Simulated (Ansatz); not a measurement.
Gas-phase electronic energies from Ansatz, PBE0-D4/def2-TZVP geometries. CCSD(T)/CBS is the MP2 limit (def2-TZVPP, def2-QZVPP) plus CCSD(T) − MP2 in def2-TZVPP, frozen cores. This one scheme is used for every species. Double bonds are as drawn, so ΔE can hold a change between cis and trans. DFT in def2-TZVPP. B3LYP here is the variant with VWN-RPA as its local correlation; programs differ in this. One conformer a species, not always the lowest.

Consider the substitution at a C–Cl bond: `C[SiH2]/C(Cl)=C\F` + H–F → `C[SiH2]/C(F)=C\F` + HCl.

| level | ΔE (kJ/mol) | difference from CCSD(T)/CBS |
| --- | --- | --- |
| PBE0-D4 | 35.8 | -7.3 |
| B3LYP-D4 | 30.1 | -13.0 |
| ωB97X-V | 27.7 | -15.4 |
| ωB97M-V | 30.2 | -12.9 |
| B2PLYP | 31.4 | -11.7 |
| PBE | 28.4 | -14.7 |
| r2SCAN | 28.9 | -14.2 |
| PBE0 | 31.1 | -12.0 |
| HF/def2-TZVPP | 17.0 | -26.1 |
| CCSD/def2-TZVPP | 33.3 | -9.8 |
| HF/def2-QZVPP | 17.2 | -25.9 |
| MP2/def2-QZVPP | 55.2 | 12.1 |
| SCS-MP2/def2-QZVPP | 45.7 | 2.6 |
| HF/CBS(def2) | 17.2 | -25.9 |
| MP2/CBS(def2) | 57.8 | 14.7 |
| CCSD/CBS(def2) | 39.4 | -3.7 |
| CCSD(T)/CBS | 43.1 | 0 |

Largest T1 diagnostic among the species: 0.012.

The D4 term adds +8.7 kJ/mol with B3LYP and +4.7 kJ/mol with PBE0; it sums over pairs of atoms, weighted by their polarisabilities, and B3LYP, whose exchange is more repulsive, gets the larger term. In def2-TZVPP, CCSD(T) changes the Hartree–Fock value by +19.9 kJ/mol (the triples alone add +3.7 kJ/mol) and MP2 by +34.6 kJ/mol.
